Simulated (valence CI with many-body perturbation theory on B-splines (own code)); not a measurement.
Values are calculated unless marked as measured or tabulated.
## Sensitivity of CI+MBPT for Bi68+

Method: relativistic CI+MBPT: five valence electrons over a frozen Dirac-Fock core [Ne], a basis of 6 s, 6 p, 5 d, 3 f, 1 g functions for each j, with the one-electron correlation potential Σ1, the two-electron term Σ2, the three-electron term Σ3, Breit, model QED; selected CI, second order for the rest, scaled by the run's own slope (own B-spline code, finite nucleus).

No measured spectrum was set against this ion. As an estimate, large intervals hold to a few tenths of a per cent, small ones and those within an open d or f shell to about a per cent. Among the levels kept, up to 790 cm⁻¹ of a level comes from second order outside the variational space, and about a tenth of that is noise between levels of different J, which matters for small intervals.

The reference run has the lowest level (3s^2 3p1/2^2 3p3/2) J=3/2 and an ionisation energy of 8016.25 eV. Its largest variational space holds 10000 state functions.

Levels are named by their leading jj configuration (3d3/2^4 stands for four electrons in 3d with j = 3/2), which in mixed levels can hold well under half, so a name can repeat and another be missing. Letters in brackets count levels of one name in rising energy.

Changed runs:
A. scale of Σ1 1 → 0; three-electron term on → off
B. screening of Σ1 on → off
C. cutoff of virtual states (hartree) 13778 → 35520
D. start configuration 3s2 3p3 → 3s2 3p4 (bad on purpose)

Excitation energies of the reference run in cm⁻¹, and shifts in cm⁻¹:

```
                             Level  Reference      A        B        C
        (3s^2 3p1/2^2 3d3/2) J=3/2    2148880  +3745     +7.9      +40
        (3s^2 3p1/2^2 3d5/2) J=5/2    3394790  +2740      +30      +42
        (3s^2 3p1/2 3p3/2^2) J=3/2    4869500  -2201      +13      +66
        (3s^2 3p1/2 3p3/2^2) J=5/2    4976330  -1946      +13      +66
        (3s^2 3p1/2 3p3/2^2) J=1/2    5121240  -1723      +13      +66
        (3s 3p1/2^2 3p3/2^2) J=5/2    6569220   -685     -1.7      +72
        (3s 3p1/2^2 3p3/2^2) J=3/2    6827950    -94     +6.2      +84
        (3s 3p1/2^2 3p3/2^2) J=1/2    6862530   -207     +1.1      +76
(3s^2 3p1/2 3p3/2 3d3/2) J=5/2 [a]    6989260  +1196      +21     +105
(3s^2 3p1/2 3p3/2 3d3/2) J=1/2 [a]    7023260  +1204      +21     +105
(3s^2 3p1/2 3p3/2 3d3/2) J=3/2 [a]    7030530  +1205      +18     +102
    (3s^2 3p1/2 3p3/2 3d3/2) J=7/2    7102520  +1569      +21     +106
            Ionisation energy (eV)    8016.25  -0.44  +0.0067  +0.0048
```

Run D: It gave no result: the electrons of core and valence do not add up to the charge. The program said: "core and valence hold 16 electrons, the ion has 15".
